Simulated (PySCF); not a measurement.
Fractional electron number in Cr⁺ (chromium, charge +1)

The 3d alpha orbital of [Ar] 3d5 is emptied in steps (occupation f), with all orbitals relaxed, ending at [Ar] 3d4. Computed with PySCF 2.14 in x2c-TZVPall, with scalar relativity by spin-free X2C-1e. The exact energy is a straight line in f; departures are measured from the line between the end points of the same method.

```tsv
f	LDA (eV)	PBE (eV)
1	0.000	0.000
0.9	-0.580	-0.567
0.7	-1.379	-1.345
0.5	-1.670	-1.627
0.3	-1.426	-1.387
0.1	-0.621	-0.603
0	0.000	0.000
```

Problem. For PBE, how does the orbital energy at f = 1 compare with the removal energy?

Solution. −ε = 10.913 eV against a total-energy difference of 17.156 eV. By Janak's theorem ε = ∂E/∂f, so the gap between them reflects the curvature. Along the path −ε is 12.067 (f = 0.9), 14.483 (f = 0.7), 17.031 (f = 0.5), 19.699 (f = 0.3), 22.475 (f = 0.1) eV.

```csv
method,E(f=0) − E(f=1) (eV),−ε at f=1 (eV),−ε at f=0.5 (eV)
LDA,17.514,11.125,17.375
PBE,17.156,10.913,17.031
```

Reference removal energy between the ground levels: 16.486 eV (measured; NIST Atomic Spectra Database, ionization energies). The calculation has no spin-orbit coupling. The determinant left behind need not be the lowest term of the ion.
